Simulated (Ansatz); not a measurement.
`O=C=[N][InH][Cl]` + H₂ → `[Cl][InH2]` + `N=C=O`  (hydrogenolysis of the In–N bond)

Isolated molecules relaxed with PBE0-D4/def2-TZVP in Ansatz; ΔE leaves out vibrations. CCSD(T)/CBS is the MP2 limit (def2-TZVPP, def2-QZVPP) plus CCSD(T) − MP2 in def2-TZVPP, frozen cores. This one scheme is used for every species. DFT in def2-TZVPP. Elements past krypton have def2 core potentials. For In outer-core shells are correlated without core-valence functions, which leaves a few kJ/mol of doubt a bond. One conformer a species, not always the lowest.

`O=C=[N][InH][Cl]`:

Cartesian coordinates in Å:
```
O 0.571 -0.903 2.626
C 0.064 -0.774 1.584
N -0.511 -0.695 0.528
In -0.302 0.366 -1.177
Cl 1.516 1.795 -1.060
H -1.338 0.211 -2.500
```

H₂:

```xyz
2

H     0.320    0.136    0.136
H    -0.320   -0.136   -0.136
```

`[Cl][InH2]`:

Cartesian coordinates in Å:
```
Cl -0.800 -1.918 -0.139
In 0.100 0.240 0.017
H -1.097 1.428 0.269
H 1.797 0.251 -0.147
```

`N=C=O`:

```xyz
4

N     0.362    0.160    0.656
C    -0.339    0.138   -0.328
O    -1.067    0.238   -1.227
H     1.045   -0.535    0.899
```

CCSD(T)/CBS gives +0.55 eV.

**Question.** Another level gave +0.46 eV. Which?
A. revPBE/def2-TZVPP
B. BHLYP/def2-TZVPP
C. BHLYP-D4/def2-TZVPP
D. LDA (SPW92)/def2-TZVPP

**Answer.** C. BHLYP-D4 0.46, BHLYP 0.38, revPBE 0.33, LDA (SPW92) 0.26 eV.

Largest T1 diagnostic among the species: 0.018.

At CCSD(T), def2-SVP lies −0.09 eV from the extrapolated value and def2-TZVPP −0.04 eV. The D4 term adds +0.08 eV with B3LYP and +0.05 eV with PBE0; it sums over pairs of atoms, weighted by their polarisabilities, and B3LYP, whose exchange is more repulsive, gets the larger term. Leaving LDA and LC-ωPBE aside and taking each functional with its dispersion term where it has one, the values, not all of them listed here, spread over 0.12 eV, from B97M-V to PBE-QIDH. LDA lies −0.07 eV from PBE without D4.

B3LYP here is the variant with VWN-RPA as its local correlation; programs differ in this.
